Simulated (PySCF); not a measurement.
Lu: excitation energy

Lu [Xe] 4f14 5d1 6s2 (2D) → Lu [Xe] 4f14 6s2 7s1 (2S), as a difference of total energies. Computed with PySCF 2.14 in x2c-TZVPPall with one added diffuse shell each of s, p, d type (12s8p8d2f2g, 108 functions), with scalar relativity by spin-free X2C-1e. Correlated levels: valence: [Kr] 4d10 frozen; valence and next inner shell: [Ar] 3d10 frozen. The calculations carry no spin-orbit coupling.

Question: Order these methods by the excitation energy they give, lowest first.
A. PW91
B. PBE
C. r2SCAN
D. SCS-MP2 (valence and next inner shell)

Answer: D (2.372 eV), B (3.029 eV), A (3.083 eV), C (3.363 eV).

Errors of the correlated levels include the incompleteness of this basis and the frozen core.

For comparison: 2.843 eV (measured; NIST levels, between the centres of gravity of the two terms).
